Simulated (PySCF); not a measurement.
## Electronic structure of Si+ (silicon, charge +1) at the UHF level

Configuration: [Ne] 3s2 3p1, 2P determinant. All numbers are calculated (PySCF 2.14, the non-relativistic Hamiltonian (point nucleus), in def2-TZVP).

- Total energy: -288.570014 hartree
- One-electron energy: -395.8516 hartree
- Hartree (Coulomb) energy: 127.3528 hartree
- Exchange energy: -20.0711 hartree
- Kinetic energy: 288.55261 hartree
- ⟨S²⟩: 0.7663
- ⟨L²⟩: 2.050
- Sum of ⟨r⟩: 11.22 bohr
- Sum of ⟨r²⟩: 20.19 bohr²
- Traceless quadrupole moment −½Σ⟨3z² − r²⟩ along its main axis: -2.94 e·bohr²
- Density at the nucleus (Gaussians lack the cusp): 1700 bohr⁻³
- Spin density at the nucleus: 0.0266 bohr⁻³
- Langevin diamagnetic susceptibility: -16.0 ×10⁻⁶ cm³/mol
- Time after the integrals: 0.08 s of wall time on 1 thread of Neoverse-V2 (shared host)

```tsv
shell	electrons	mean orbital energy (eV)	spread (eV)	rms radius, mean of both spins (bohr)
1s α	1	-1882.3	0	0.129
1s β	1	-1882.1	0	0.129
2s α	1	-177.27	0	0.614
2s β	1	-177.07	0	0.614
2p α	3	-125.57	0.374	0.599
2p β	3	-125.20	0.446	0.599
3s α	1	-24.077	0	2.25
3s β	1	-21.664	0	2.25
3p α	1	-16.211	0	2.66
```
